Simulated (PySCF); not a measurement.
CH8ClO2Si3 (doublet state).
Numbering: `[SiH3:1][CH2:2][O:3][SiH:4][O:5][SiH2:6][Cl:7]` (hydrogens: H8, H9, H10 on Si1; H11, H12 on C2; H13 on Si4; H14, H15 on Si6)

Cartesian coordinates in Å at the GFN2-xTB level; atoms count from 1:
```xyz
15
CH8ClO2Si3 angstrom
Si    -2.381    0.682   -0.339
C     -1.614   -1.049   -0.590
O     -0.311   -0.981   -0.062
Si     1.126   -1.189   -0.774
O      2.204   -0.615    0.299
Si     2.628    0.516    1.365
Cl     3.272    2.124    0.350
H     -3.753    0.655   -0.849
H     -1.569    1.641   -1.088
H     -2.353    0.981    1.091
H     -2.158   -1.826   -0.045
H     -1.586   -1.349   -1.641
H      1.265   -0.411   -2.002
H      3.735   -0.090    2.085
H      1.490    0.919    2.177
```

The hyperfine couplings belong to this conformer and change with its torsions.

Method: PySCF 2.14.0, UKS B3LYP, pcH-1 on C Cl H O Si, non-relativistic, mean-field spin-orbit, GIAO. Geometry: GFN2-xTB, one conformer, isolated molecule. The geometry wasn't refined by DFT: couplings that depend on bond lengths, twists or pyramidal angles can differ widely from those at the functional's own minimum, by a factor of two or more for some ions and for spin on atoms past the first row. Stability of the SCF solution: not tested.

Task: The isotropic 29Si couplings are -759.7, -22.2, -3.2 MHz. Assign them to Si1; Si4; Si6.

Result: 
```tsv
site	a_iso (MHz)	ρ(0) (bohr⁻³)	position	distance from Si4 (Å)	spin population	largest |T| (MHz)
Si1	-3.2	+0.0036	3 bonds from Si4	4.00	0.00	1.4
Si4	-759.7	+0.8558	largest spin population	0.00	+0.78	131.8
Si6	-22.2	+0.0250	2 bonds from Si4	3.12	+0.01	4.9
```

Task: Match the computed a_iso(17O) values -64.6, -40.5 MHz with the sites O3; O5.

Result: 
```
site  a_iso (MHz)  ρ(0) (bohr⁻³)         position  distance from Si4 (Å)  spin population  largest |T| (MHz)
  O3        -40.5        +0.0667  1 bond from Si4                   1.62            +0.07               36.4
  O5        -64.6        +0.1066  1 bond from Si4                   1.63            +0.02               14.8
```

ρ(0) is the spin density at the nucleus and T the dipolar tensor; a_iso includes a spin–orbit part; entries for several nuclei are means. The Mulliken spin populations are largest on Si4 (+0.78), H13 (+0.11) and O3 (+0.07). Si4 is the only atom above +0.15. The angles at Si4 add up to 325.1°, so it is pyramidal.

Means are taken over nuclei equivalent by connectivity, which assumes that they swap fast.

The run took 2.8 min wall (grids of density and orbitals included) on an Intel Xeon Platinum 8375C at 2.90 GHz with one thread, shared host with 128 logical CPUs at a one-minute load of 92, and the process peaked at 1.0 GiB of memory.
